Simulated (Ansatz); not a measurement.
Consider the formal loss of a carbene: `[CH3][GeH2][BH][AlH2]` → `[AlH2][BH][GeH3]` + `[CH2]` (triplet).

Isolated molecules relaxed with PBE0-D4/def2-TZVP in Ansatz; ΔE leaves out vibrations. CCSD(T)/CBS is the MP2 limit (def2-TZVPP, def2-QZVPP) plus CCSD(T) − MP2 in def2-TZVPP, frozen cores. This one scheme is used for every species. Functionals use def2-TZVPP. B3LYP here is the variant with VWN-RPA as its local correlation; programs differ in this. Triplets are unrestricted, without spin–orbit coupling. For Ge outer-core shells are correlated without core-valence functions, which leaves a few kJ/mol of doubt a bond. Scalar relativity is left out up to krypton. One conformer a species, not always the lowest.

`[CH3][GeH2][BH][AlH2]`:

Cartesian coordinates in Å:
```
C 1.569 -1.731 -0.314
Ge 0.217 -0.639 0.594
B -0.856 0.624 -0.636
Al -1.617 2.476 0.006
H 1.108 -2.295 -1.125
H 2.026 -2.430 0.388
H 2.351 -1.096 -0.731
H 0.878 0.087 1.788
H -0.856 -1.575 1.208
H -1.043 0.190 -1.741
H -0.753 3.802 -0.182
H -3.024 2.586 0.745
```

`[AlH2][BH][GeH3]`:

Z-matrix (Å, degrees):
```
Ge
B 1 2.064
H 1 1.545 2 107.5
H 1 1.542 2 114.9 3 -119.0
H 1 1.542 2 112.1 3 117.7
Al 2 2.104 1 123.9 3 108.7
H 2 1.200 1 112.9 3 -69.9
H 6 1.593 2 120.3 1 90.7
H 6 1.593 2 120.8 1 -86.5
```

`[CH2]` (triplet):

```xyz
3

C    -0.108   -0.035   -0.252
H     0.852   -0.515   -0.144
H    -0.744    0.550    0.396
```

```
          level  ΔE (kcal/mol)
       B3LYP-D4          108.4
CCSD/def2-TZVPP          105.5
```

Q: What does CCSD(T)/CBS give? (An estimate is asked.)

A: The calculation gave: +111.0 kcal/mol. The listed levels differ from it by -2.6, -5.5 kcal/mol.

Largest T1 diagnostic among the species: 0.013.

From PBE to PBE0 (25 % exact exchange), in def2-TZVPP and without D4, ΔE moves by −1.9 kcal/mol. In def2-TZVPP, CCSD(T) changes the Hartree–Fock value by +33.9 kcal/mol (the triples alone add +2.8 kcal/mol) and MP2 by +37.7 kcal/mol. The D4 term adds +2.2 kcal/mol with B3LYP and +1.2 kcal/mol with PBE0; it sums over pairs of atoms, weighted by their polarisabilities, and B3LYP, whose exchange is more repulsive, gets the larger term.
